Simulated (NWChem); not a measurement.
# C4H9O, doublet; SMILES C(C)O[CH]C

```xyz
14

C     -0.3388     2.4341     0.0110
C      0.4761     1.1939    -0.0465
O     -0.2361     0.0295    -0.0279
C      0.5365    -1.1661    -0.0251
C     -0.4036    -2.3556     0.0193
H     -1.1446     2.4151    -0.7539
H     -0.8446     2.5836     0.9988
H      0.2947     3.3239    -0.1735
H      1.4952     1.1534     0.3869
H      1.2224    -1.1670     0.8573
H      1.1806    -1.1972    -0.9358
H      0.1714    -3.3026     0.0255
H     -1.0729    -2.3590    -0.8637
H     -1.0352    -2.3234     0.9294
```
Atoms are numbered in this order, from 1.

All runs: NWChem. Spin-unrestricted. Medium grid unless said otherwise, to which SCAN and Minnesota functionals are sensitive. All runs use the structure optimised with PBE-D3(BJ)/def2-SVP, spin-unrestricted. No stability test was run on the SCF state. B3LYP is NWChem's, with the RPA form of VWN correlation.

### Question
Order these by “highest occupied level (eV)”, lowest first: B3LYP/def2-SVP; RPBE/def2-SVP; SCAN/def2-SVP; LC-wPBE (HJS exchange hole, range parameter 0.4 per bohr)/def2-SVP; LC-BLYP (range parameter 0.33 per bohr)/def2-SVP.

### Answer
LC-wPBE (HJS exchange hole, range parameter 0.4 per bohr)/def2-SVP (-7.45), LC-BLYP (range parameter 0.33 per bohr)/def2-SVP (-6.83), B3LYP/def2-SVP (-4.34), SCAN/def2-SVP (-3.62), RPBE/def2-SVP (-3.16)
